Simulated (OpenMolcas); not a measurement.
Te⁺: effect of the IPEA shift

| Item | Value |
| --- | --- |
| Program | OpenMolcas |
| Basis | ANO-RCC-VQZP [8s7p5d3f2g] |
| Scalar Hamiltonian | DKH2, point nucleus |
| Active space | 5 electrons in 8 orbitals (5s 5p 6s 6p) |
| State averaging | 2S+1 = 4 odd, 1 root; 2S+1 = 2 odd, 8 roots; 2S+1 = 4 even, 3 roots; 2S+1 = 2 even, 6 roots |
| Spin-orbit coupling | RASSI with atomic mean-field integrals over the reference wave functions, term energies averaged over their components |

Methods on the same reference wave functions:
A. CASSCF
B. SS-CASPT2, IPEA 0.25 Eh, imaginary shift 0.1 Eh (closed shells correlated: 4d)
C. SS-CASPT2, IPEA 0.5 Eh, imaginary shift 0.1 Eh (closed shells correlated: 4d)

Energies in cm-1 above 5s2 5p3 4S* 3/2, the measured ground level; measured values from NIST Handbook of Basic Atomic Spectroscopic Data.

| Level | A | B | C | Measured |
| --- | --- | --- | --- | --- |
| 5s2 5p3 4S* 3/2 | 0.0 | 0.0 | 0.0 | 0.0 |
| 5s2 5p3 2D* 3/2 | 13685 | 11260 | 11330 | 10222 |
| 5s2 5p3 2D* 5/2 | 16005 | 13070 | 13160 | 12422 |
| 5s2 5p3 2P* 1/2 | 22075 | 22160 | 22100 | 20547 |
| 5s2 5p3 2P* 3/2 | 25069 | 24650 | 24610 | 24032 |
| 5s 5p4 4P 5/2 | 74798 | 73970 | 74360 | 71193 |
| 5s 5p4 4P 3/2 | 78102 | 77420 | 77770 | 74893 |
| 5s 5p4 4P 1/2 | 79432 | 78670 | 79040 |  |

Deviations, from unrounded energies. A percentage is the sum of absolute deviations over the sum of measured energies, with the sign that they share, or ± where signs differ.

```tsv
Against measurement	Levels	A	B	C
mean absolute deviation (cm-1)	6	2700	1500	1700
other terms of the ground configuration (%)	4	+14.3	+5.8	+5.9
other configurations (%)	2	+4.7	+3.6	+4.1
```

B lies closest to measurement on these levels and A furthest from it. The largest miss of B in the table is 5s 5p4 4P 5/2, by +2800 cm-1. The ranking rests on the paired levels alone, and a cruder setting can come out closer through cancelling errors.

Between B and C the level of the table that moves most is 5s 5p4 4P 5/2, by 380 cm-1 (lowest in B, highest in C). Moves below CASPT2's spread within the term are not significant.

The mean deviations of B to C differ by less than CASPT2's widest spread within a term (180 cm-1), so their order carries little weight.

From A to B the spin-free energies of the other terms of 5s2 5p3 shown, above 4S*, scale by factors of 0.81 to 1.00.

The lowest spin-free term lies below A's lowest term by 0.546 hartree in B, 0.540 hartree in C.

CASPT2 does not keep the components of a term degenerate, so their means are used; among the terms shown or strongly mixed into the levels shown the widest spread is 180 cm-1 (5s2 5p3 2D*, C). Over all roots computed the reference weight is 0.81 to 0.91 in B, 0.84 to 0.92 in C; the roots of lowest weight are the least certain, and an intruder state may touch them. Active for correlation alone: 6p 6s; no level in the range computed is led by a configuration that fills them, so any true level of that kind is missing. Terms of s pⁿ other than that of highest spin mix with s² pⁿ⁻² d, which this space lacks; all of them can be thousands of cm-1 off, and some have no real level of that name. Measured partners are found by configuration, term and J. A level has none where our copy of the source lacks it or the pairing is in doubt (some pairs that miss far off the trend of their configuration count as doubtful), and it then counts in no deviation. Levels of configurations outside the active space are missing. Levels that lie high or do not pair safely by name in every column are left out.

* marks odd parity.
